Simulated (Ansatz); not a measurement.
One change: `COC(N)[SiH3]` becomes `NC([SiH3])[SiH2]Cl`.

Ansatz, PBE0-D4/def2-TZVP geometries, multiplicity 1. Each molecule was computed in one conformer, which needn't be the lowest.

```tsv
property	`COC(N)[SiH3]`
LUMO energy (ωB97M-V/def2-TZVPP) / eV	2.08
LUMO energy (B3LYP/def2-TZVPP) / eV	0.29
HOMO energy (B3LYP/def2-TZVPP) / eV	-6.81
size of the dipole moment (PBE/def2-TZVPP) / D	1.64
size of the dipole moment (B3LYP/def2-TZVPP) / D	1.66
HOMO–LUMO gap (PBE/def2-TZVPP) / eV	5.42
```

(1) What does the change do to each property? (An estimate is asked.)

Answers

(1) Computed: 
```
                                        property  `NC([SiH3])[SiH2]Cl`  shift
           LUMO energy (ωB97M-V/def2-TZVPP) / eV                  1.88  -0.20
             LUMO energy (B3LYP/def2-TZVPP) / eV                 -0.04  -0.33
             HOMO energy (B3LYP/def2-TZVPP) / eV                 -6.71   0.10
  size of the dipole moment (PBE/def2-TZVPP) / D                  1.50  -0.14
size of the dipole moment (B3LYP/def2-TZVPP) / D                  1.57  -0.09
             HOMO–LUMO gap (PBE/def2-TZVPP) / eV                  4.87  -0.55
```

With PBE0 the HOMO rises by 0.10 eV and the LUMO falls by 0.38 eV, so the gap narrows by about 0.48 eV. PBE moves the HOMO by 0.10 eV and ωB97M-V by 0.11 eV. Dipoles are sizes alone; their direction can turn.

B3LYP here is the variant with VWN-RPA as its local correlation; programs differ in this.
